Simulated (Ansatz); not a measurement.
A short molecular-dynamics run on C4HF7O, SMILES `FC1OC(F)(F)C(F)(F)C1(F)F`.

```yaml
crystal:
  periodic: [false, false, false]
  atoms:
    - {symbol: F, position_ang: [-0.166235, -0.349537, -2.301075]}
    - {symbol: C, position_ang: [-0.705029, 0.133477, -1.162159]}
    - {symbol: O, position_ang: [-0.004563, 1.261536, -0.733350]}
    - {symbol: C, position_ang: [0.918969, 0.943998, 0.234678]}
    - {symbol: F, position_ang: [1.176827, 2.028673, 0.944734]}
    - {symbol: F, position_ang: [2.064272, 0.509527, -0.305348]}
    - {symbol: C, position_ang: [0.258393, -0.187041, 1.058044]}
    - {symbol: F, position_ang: [1.135473, -0.985617, 1.655954]}
    - {symbol: F, position_ang: [-0.543984, 0.359841, 1.978097]}
    - {symbol: C, position_ang: [-0.592500, -0.912731, -0.020376]}
    - {symbol: F, position_ang: [0.024445, -2.020789, -0.427211]}
    - {symbol: F, position_ang: [-1.805880, -1.236722, 0.444783]}
    - {symbol: H, position_ang: [-1.739786, 0.420684, -1.352170]}
basis:
  gaussian: {orbitals: def2-SVP}
hamiltonian: {xc: {name: revPBE}}
md: {timestep: 2 fs, n_steps: 20, ensemble: nvt_langevin, temperature: 1500, initial_velocities: maxwell_boltzmann, friction: 0.01, seed: 92}
```

```sh
$ ansatz run in.yaml --threads 4 --pin off --events-out ev --progress --plain --max-ram 46080MiB --backend cuda --devices 0, --max-vram 37GiB
```

```
step  time (fs)  potential energy (eV)  kinetic (eV)  T (K)  conserved (eV)
   0        0.0            -25201.1056        2.3267   1385               –
   1        2.0            -25200.8221        2.2428   1335               –
   2        4.0            -25200.3754        1.6868   1004               –
   3        6.0            -25200.1282        1.4539    865               –
   4        8.0            -25199.9051        1.3123    781               –
   5       10.0            -25199.9620        1.4153    842               –
   6       12.0            -25200.0943        1.5985    951               –
   7       14.0            -25199.9245        1.3155    783               –
   8       16.0            -25199.9915        1.4765    879               –
   9       18.0            -25200.0114        1.4921    888               –
  10       20.0            -25199.9976        1.3875    826               –
  11       22.0            -25200.1991        1.5111    899               –
  12       24.0            -25200.1826        1.6577    986               –
  13       26.0            -25200.1936        1.7630   1049               –
  14       28.0            -25200.0739        1.8229   1085               –
  15       30.0            -25199.7842        1.5754    938               –
  16       32.0            -25199.6614        1.3855    825               –
  17       34.0            -25199.5725        1.1841    705               –
  18       36.0            -25199.7558        1.3539    806               –
  19       38.0            -25200.0517        1.7343   1032               –
  20       40.0            -25200.2243        1.8271   1087               –
```

Velocities are drawn at the set temperature; a run this short doesn't reach equilibrium.

Frames (Å, forces in eV/Å):

```xyz
13
time=0.0 fs
F    -0.166   -0.350   -2.301    0.311   -0.355   -0.786
C    -0.705    0.133   -1.162   -0.067   -0.028    0.046
O    -0.005    1.262   -0.733   -0.309    0.748   -0.380
C     0.919    0.944    0.235   -0.114   -0.237    0.204
F     1.177    2.029    0.945    0.191    0.942    0.625
F     2.064    0.510   -0.305    0.968   -0.382   -0.467
C     0.258   -0.187    1.058   -0.063    0.108   -0.379
F     1.135   -0.986    1.656    0.743   -0.681    0.450
F    -0.544    0.360    1.978   -0.678    0.444    0.734
C    -0.593   -0.913   -0.020    0.082    0.332    0.013
F     0.024   -2.021   -0.427    0.543   -0.863   -0.368
F    -1.806   -1.237    0.445   -0.955   -0.206    0.379
H    -1.740    0.421   -1.352   -0.651    0.177   -0.070
13
time=2.0 fs
F    -0.179   -0.374   -2.282    0.862   -0.363   -1.048
C    -0.682    0.149   -1.151   -2.806    0.765   -1.295
O     0.027    1.287   -0.741   -1.266    0.087   -1.209
C     0.909    0.935    0.207    0.566    0.289    1.646
F     1.182    2.005    0.927    0.135    1.535    1.220
F     2.059    0.534   -0.300    1.745   -1.099   -1.049
C     0.261   -0.193    1.049   -0.412    0.226    0.416
F     1.125   -1.015    1.640    0.783   -0.388    0.405
F    -0.548    0.357    2.000    0.016    0.082   -0.133
C    -0.567   -0.910   -0.020   -1.594    0.768    0.341
F     0.008   -2.022   -0.422    0.822   -1.207   -0.569
F    -1.810   -1.208    0.448   -0.430   -0.125    0.153
H    -1.776    0.489   -1.460    1.579   -0.570    1.122
13
time=4.0 fs
F    -0.193   -0.396   -2.266    1.273   -0.400   -1.315
C    -0.664    0.164   -1.144   -3.507    1.112   -2.079
O     0.056    1.316   -0.753   -2.151   -0.616   -1.847
C     0.898    0.927    0.185    1.532    0.782    2.602
F     1.188    1.983    0.911    0.051    2.033    1.823
F     2.061    0.556   -0.299    2.164   -1.686   -1.414
C     0.264   -0.199    1.036   -0.624    0.359    1.316
F     1.113   -1.043    1.624    0.771   -0.078    0.333
F    -0.554    0.358    2.020    0.617   -0.254   -0.914
C    -0.549   -0.902   -0.019   -2.762    0.778    0.417
F    -0.010   -2.026   -0.419    0.916   -1.220   -0.645
F    -1.812   -1.179    0.451   -0.120   -0.078   -0.006
H    -1.758    0.532   -1.528    1.838   -0.733    1.731
13
time=6.0 fs
F    -0.204   -0.418   -2.252    1.645   -0.515   -1.701
C    -0.655    0.175   -1.143   -2.551    0.995   -2.007
O     0.081    1.345   -0.769   -2.681   -1.289   -2.033
C     0.888    0.925    0.173    2.443    1.100    2.823
F     1.198    1.970    0.900   -0.051    2.416    2.331
F     2.067    0.574   -0.303    2.115   -2.068   -1.499
C     0.261   -0.203    1.029   -0.458    0.353    1.892
F     1.102   -1.071    1.613    0.617    0.308    0.223
F    -0.564    0.356    2.033    0.995   -0.443   -1.351
C    -0.535   -0.891   -0.021   -3.533    0.453    0.379
F    -0.027   -2.032   -0.421    0.890   -0.964   -0.600
F    -1.812   -1.151    0.455    0.039   -0.049   -0.134
H    -1.674    0.533   -1.548    0.530   -0.297    1.675
13
time=8.0 fs
F    -0.210   -0.441   -2.238    1.796   -0.576   -2.120
C    -0.649    0.185   -1.150    0.977   -0.171   -0.443
O     0.098    1.370   -0.790   -2.497   -1.935   -1.466
C     0.885    0.928    0.175    2.842    1.143    2.005
F     1.208    1.963    0.891   -0.094    2.767    2.766
F     2.079    0.586   -0.311    1.653   -2.206   -1.291
C     0.255   -0.208    1.031   -0.137    0.430    2.001
F     1.094   -1.098    1.606    0.405    0.643    0.153
F    -0.577    0.351    2.041    1.233   -0.538   -1.488
C    -0.535   -0.878   -0.022   -3.540    0.002    0.199
F    -0.043   -2.039   -0.424    0.701   -0.477   -0.435
F    -1.810   -1.123    0.461   -0.110   -0.093   -0.208
H    -1.563    0.515   -1.502   -3.228    1.009    0.328
13
time=10.0 fs
F    -0.212   -0.465   -2.227    1.507   -0.319   -2.312
C    -0.634    0.195   -1.162    0.904   -0.283    0.165
O     0.108    1.389   -0.815   -1.715   -2.504   -0.451
C     0.891    0.933    0.188    2.717    1.021    0.659
F     1.220    1.964    0.887   -0.106    2.980    2.996
F     2.094    0.592   -0.319    1.077   -2.151   -0.941
C     0.247   -0.215    1.041    0.213    0.532    1.740
F     1.086   -1.125    1.603    0.165    0.923    0.103
F    -0.586    0.345    2.044    1.329   -0.540   -1.355
C    -0.550   -0.862   -0.018   -2.663   -0.642   -0.096
F    -0.055   -2.047   -0.426    0.335    0.215   -0.149
F    -1.808   -1.098    0.470   -0.477   -0.151   -0.254
H    -1.567    0.539   -1.423   -3.288    0.917   -0.104
13
time=12.0 fs
F    -0.210   -0.492   -2.220    1.102    0.063   -2.376
C    -0.616    0.198   -1.179   -3.470    1.266    0.260
O     0.116    1.402   -0.842   -0.957   -2.904    0.386
C     0.906    0.942    0.203    2.254    0.624   -0.476
F     1.234    1.970    0.892   -0.094    2.991    2.927
F     2.109    0.590   -0.327    0.599   -1.935   -0.566
C     0.238   -0.220    1.054    0.573    0.580    1.126
F     1.078   -1.151    1.600   -0.077    1.155    0.059
F    -0.591    0.338    2.043    1.285   -0.444   -1.024
C    -0.576   -0.843   -0.016   -1.303   -1.334   -0.233
F    -0.067   -2.056   -0.428   -0.075    0.909    0.131
F    -1.809   -1.078    0.483   -0.952   -0.193   -0.294
H    -1.695    0.599   -1.343    1.114   -0.776    0.079
13
time=14.0 fs
F    -0.201   -0.516   -2.222    0.658    0.465   -2.125
C    -0.618    0.198   -1.196   -4.229    1.623    0.813
O     0.121    1.408   -0.867   -0.571   -3.136    0.977
C     0.927    0.952    0.213    1.669    0.022   -1.262
F     1.245    1.978    0.902   -0.044    2.855    2.660
F     2.126    0.586   -0.338    0.195   -1.595   -0.182
C     0.230   -0.226    1.066    0.908    0.609    0.286
F     1.070   -1.176    1.597   -0.317    1.341    0.001
F    -0.592    0.327    2.040    1.187   -0.314   -0.651
C    -0.608   -0.824   -0.021    0.275   -1.797   -0.023
F    -0.082   -2.067   -0.424   -0.399    1.387    0.231
F    -1.808   -1.060    0.497   -1.695   -0.283   -0.250
H    -1.775    0.620   -1.272    2.364   -1.177   -0.474
13
time=16.0 fs
F    -0.187   -0.539   -2.230    0.155    0.936   -1.540
C    -0.635    0.203   -1.210   -2.795    0.888    0.945
O     0.120    1.407   -0.893   -0.268   -3.057    1.522
C     0.949    0.962    0.217    1.162   -0.422   -1.600
F     1.254    1.989    0.916   -0.062    2.437    2.104
F     2.143    0.584   -0.351   -0.172   -1.189    0.162
C     0.227   -0.231    1.077    1.127    0.583   -0.583
F     1.065   -1.198    1.593   -0.489    1.483   -0.045
F    -0.591    0.313    2.039    1.092   -0.149   -0.301
C    -0.636   -0.808   -0.028    1.710   -2.072    0.274
F    -0.099   -2.073   -0.418   -0.638    1.687    0.224
F    -1.808   -1.040    0.512   -2.428   -0.375   -0.163
H    -1.755    0.588   -1.234    1.606   -0.748   -0.999
13
time=18.0 fs
F    -0.173   -0.561   -2.239   -0.277    1.340   -1.000
C    -0.661    0.214   -1.225    0.721   -0.769    1.106
O     0.113    1.397   -0.913   -0.043   -2.593    1.867
C     0.971    0.974    0.216    0.804   -0.780   -1.453
F     1.266    2.002    0.938   -0.158    1.828    1.306
F     2.159    0.582   -0.364   -0.499   -0.751    0.425
C     0.231   -0.233    1.088    1.159    0.485   -1.486
F     1.063   -1.217    1.586   -0.533    1.562   -0.032
F    -0.584    0.297    2.041    0.986    0.062    0.078
C    -0.656   -0.792   -0.033    2.526   -2.259    0.462
F    -0.119   -2.075   -0.411   -0.754    1.859    0.195
F    -1.812   -1.018    0.524   -2.808   -0.383   -0.100
H    -1.692    0.526   -1.239   -1.124    0.400   -1.367
13
time=20.0 fs
F    -0.161   -0.581   -2.251   -0.513    1.619   -0.585
C    -0.684    0.219   -1.241    2.809   -1.815    1.204
O     0.104    1.380   -0.925    0.101   -1.989    1.926
C     0.992    0.984    0.210    0.554   -0.932   -0.985
F     1.280    2.017    0.961   -0.292    1.089    0.405
F     2.175    0.578   -0.377   -0.781   -0.343    0.617
C     0.242   -0.230    1.096    0.996    0.306   -2.139
F     1.061   -1.233    1.575   -0.452    1.595    0.021
F    -0.574    0.282    2.044    0.948    0.245    0.323
C    -0.663   -0.781   -0.036    2.433   -2.215    0.527
F    -0.140   -2.071   -0.406   -0.770    1.867    0.173
F    -1.819   -0.995    0.534   -2.696   -0.351   -0.119
H    -1.693    0.482   -1.296   -2.337    0.925   -1.369
13
time=22.0 fs
F    -0.150   -0.599   -2.267   -0.609    1.808   -0.129
C    -0.697    0.216   -1.249    0.239   -1.462    0.404
O     0.097    1.355   -0.928    0.323   -1.382    1.842
C     1.010    0.986    0.201    0.458   -0.728   -0.357
F     1.293    2.031    0.981   -0.453    0.238   -0.477
F     2.193    0.574   -0.388   -1.039   -0.029    0.757
C     0.255   -0.225    1.092    0.724    0.063   -2.131
F     1.056   -1.246    1.564   -0.326    1.640    0.017
F    -0.562    0.272    2.048    1.060    0.344    0.252
C    -0.662   -0.780   -0.036    1.523   -1.987    0.441
F    -0.159   -2.066   -0.402   -0.743    1.747    0.182
F    -1.832   -0.970    0.542   -2.105   -0.322   -0.245
H    -1.787    0.495   -1.408    0.948    0.070   -0.556
13
time=24.0 fs
F    -0.138   -0.614   -2.284   -0.693    1.905    0.345
C    -0.712    0.212   -1.250   -0.456   -1.526   -0.738
O     0.089    1.325   -0.924    0.566   -0.719    1.709
C     1.026    0.979    0.190    0.339   -0.379    0.251
F     1.301    2.044    1.000   -0.582   -0.575   -1.229
F     2.211    0.571   -0.396   -1.233    0.190    0.832
C     0.268   -0.224    1.079    0.472   -0.110   -1.526
F     1.052   -1.258    1.555   -0.217    1.682   -0.081
F    -0.548    0.262    2.054    1.269    0.359   -0.084
C    -0.656   -0.784   -0.037    0.135   -1.729    0.414
F    -0.181   -2.061   -0.397   -0.670    1.519    0.158
F    -1.853   -0.945    0.550   -1.196   -0.292   -0.470
H    -1.835    0.510   -1.543    2.267   -0.324    0.418
13
time=26.0 fs
F    -0.125   -0.629   -2.299   -0.698    1.823    0.612
C    -0.730    0.207   -1.250    0.796   -2.069   -1.194
O     0.082    1.292   -0.917    0.848    0.039    1.605
C     1.045    0.972    0.184    0.031   -0.248    0.612
F     1.302    2.054    1.019   -0.607   -1.153   -1.779
F     2.228    0.571   -0.403   -1.320    0.373    0.881
C     0.288   -0.226    1.061   -0.093   -0.108   -0.772
F     1.045   -1.268    1.549    0.042    1.569   -0.134
F    -0.533    0.257    2.061    1.551    0.300   -0.561
C    -0.648   -0.797   -0.038   -1.205   -1.062    0.439
F    -0.207   -2.056   -0.388   -0.515    1.016    0.057
F    -1.877   -0.918    0.558   -0.325   -0.318   -0.646
H    -1.780    0.504   -1.659    1.496   -0.161    0.881
13
time=28.0 fs
F    -0.113   -0.642   -2.314   -0.613    1.589    0.730
C    -0.742    0.197   -1.255    3.491   -2.891   -0.396
O     0.076    1.259   -0.909    1.237    0.753    1.559
C     1.066    0.965    0.184   -0.420   -0.202    0.746
F     1.300    2.061    1.037   -0.546   -1.511   -2.145
F     2.244    0.573   -0.405   -1.277    0.499    0.889
C     0.319   -0.225    1.046   -1.030   -0.179   -0.180
F     1.035   -1.275    1.545    0.484    1.303   -0.106
F    -0.516    0.255    2.066    1.814    0.292   -0.966
C    -0.641   -0.814   -0.036   -2.251    0.152    0.383
F    -0.238   -2.050   -0.376   -0.214    0.121   -0.117
F    -1.897   -0.891    0.565    0.320   -0.376   -0.690
H    -1.661    0.500   -1.732   -0.996    0.451    0.292
13
time=30.0 fs
F    -0.104   -0.651   -2.331   -0.483    1.330    0.845
C    -0.742    0.182   -1.260    4.685   -3.305    0.207
O     0.072    1.228   -0.897    1.701    1.383    1.537
C     1.090    0.957    0.188   -0.933   -0.149    0.799
F     1.296    2.064    1.055   -0.435   -1.730   -2.386
F     2.259    0.578   -0.406   -1.124    0.555    0.870
C     0.349   -0.221    1.034   -1.851   -0.445    0.288
F     1.028   -1.281    1.545    0.857    1.082   -0.104
F    -0.497    0.253    2.068    1.966    0.348   -1.218
C    -0.638   -0.833   -0.033   -2.920    1.770    0.427
F    -0.272   -2.042   -0.361    0.169   -1.172   -0.385
F    -1.914   -0.864    0.571    0.719   -0.446   -0.676
H    -1.576    0.523   -1.794   -2.350    0.778   -0.204
13
time=32.0 fs
F    -0.096   -0.654   -2.350   -0.418    1.168    1.063
C    -0.730    0.164   -1.261    2.288   -2.284   -1.345
O     0.071    1.199   -0.886    2.111    1.965    1.507
C     1.106    0.951    0.196   -1.204   -0.178    0.741
F     1.288    2.062    1.071   -0.328   -1.815   -2.520
F     2.270    0.586   -0.406   -0.997    0.591    0.880
C     0.371   -0.217    1.022   -2.355   -0.869    0.772
F     1.024   -1.289    1.547    1.035    1.036   -0.223
F    -0.472    0.255    2.067    1.947    0.428   -1.297
C    -0.645   -0.846   -0.030   -3.103    3.162    0.541
F    -0.303   -2.036   -0.348    0.462   -2.456   -0.620
F    -1.929   -0.838    0.577    0.967   -0.491   -0.662
H    -1.580    0.575   -1.860   -0.403   -0.257    1.163
13
time=34.0 fs
F    -0.089   -0.656   -2.369   -0.451    1.113    1.311
C    -0.713    0.140   -1.267    0.737   -1.293   -2.111
O     0.073    1.175   -0.872    2.331    2.335    1.358
C     1.112    0.948    0.204   -1.187   -0.214    0.501
F     1.277    2.058    1.081   -0.254   -1.795   -2.548
F     2.278    0.593   -0.402   -0.959    0.614    0.914
C     0.387   -0.209    1.011   -2.570   -1.506    1.313
F     1.023   -1.295    1.552    1.065    1.127   -0.468
F    -0.441    0.257    2.063    1.742    0.595   -1.201
C    -0.658   -0.850   -0.024   -2.828    3.755    0.415
F    -0.329   -2.032   -0.337    0.572   -3.198   -0.661
F    -1.940   -0.814    0.583    1.058   -0.486   -0.628
H    -1.599    0.620   -1.877    0.745   -1.047    1.804
13
time=36.0 fs
F    -0.087   -0.655   -2.387   -0.480    1.097    1.487
C    -0.695    0.114   -1.281    0.603   -0.778   -1.488
O     0.080    1.158   -0.855    2.308    2.364    1.050
C     1.115    0.942    0.215   -1.147   -0.135    0.071
F     1.265    2.055    1.084   -0.171   -1.721   -2.448
F     2.284    0.598   -0.396   -0.889    0.583    0.972
C     0.394   -0.200    1.002   -2.565   -2.169    1.692
F     1.025   -1.296    1.557    1.038    1.165   -0.730
F    -0.408    0.258    2.059    1.373    0.824   -0.958
C    -0.682   -0.845   -0.020   -1.944    3.559    0.132
F    -0.354   -2.032   -0.329    0.512   -3.297   -0.548
F    -1.944   -0.795    0.588    0.828   -0.419   -0.532
H    -1.586    0.624   -1.820    0.533   -1.072    1.299
13
time=38.0 fs
F    -0.088   -0.652   -2.408   -0.528    1.114    1.607
C    -0.676    0.088   -1.302    1.753   -0.793    0.162
O     0.093    1.150   -0.835    2.029    2.067    0.639
C     1.113    0.934    0.233   -0.999   -0.025   -0.606
F     1.254    2.050    1.083   -0.110   -1.620   -2.215
F     2.284    0.603   -0.393   -0.801    0.486    1.110
C     0.391   -0.201    1.002   -2.210   -2.414    1.582
F     1.028   -1.294    1.560    0.973    1.023   -0.889
F    -0.371    0.262    2.052    0.778    1.037   -0.426
C    -0.711   -0.829   -0.019   -0.613    2.390   -0.187
F    -0.381   -2.037   -0.319    0.321   -2.756   -0.357
F    -1.943   -0.780    0.591    0.328   -0.220   -0.406
H    -1.550    0.593   -1.709   -0.920   -0.289   -0.013
13
time=40.0 fs
F    -0.091   -0.647   -2.429   -0.524    1.097    1.643
C    -0.650    0.060   -1.326    1.447   -0.065    1.212
O     0.113    1.146   -0.818    1.491    1.697    0.161
C     1.107    0.931    0.255   -0.762   -0.294   -1.384
F     1.248    2.042    1.081   -0.098   -1.406   -1.863
F     2.280    0.610   -0.390   -0.671    0.374    1.292
C     0.380   -0.214    1.008   -1.391   -2.072    0.971
F     1.035   -1.292    1.562    0.871    0.721   -0.948
F    -0.331    0.268    2.046   -0.037    1.210    0.376
C    -0.738   -0.808   -0.020    0.912    0.692   -0.380
F    -0.409   -2.048   -0.308    0.089   -1.918   -0.182
F    -1.939   -0.768    0.595   -0.349    0.056   -0.289
H    -1.563    0.563   -1.608   -0.979   -0.093   -0.608
```

It took 38 s on 4 threads of an AMD EPYC 7R13 on a shared host and a share of an NVIDIA H100 80 GB, with 0.86 GiB of host memory at the peak.
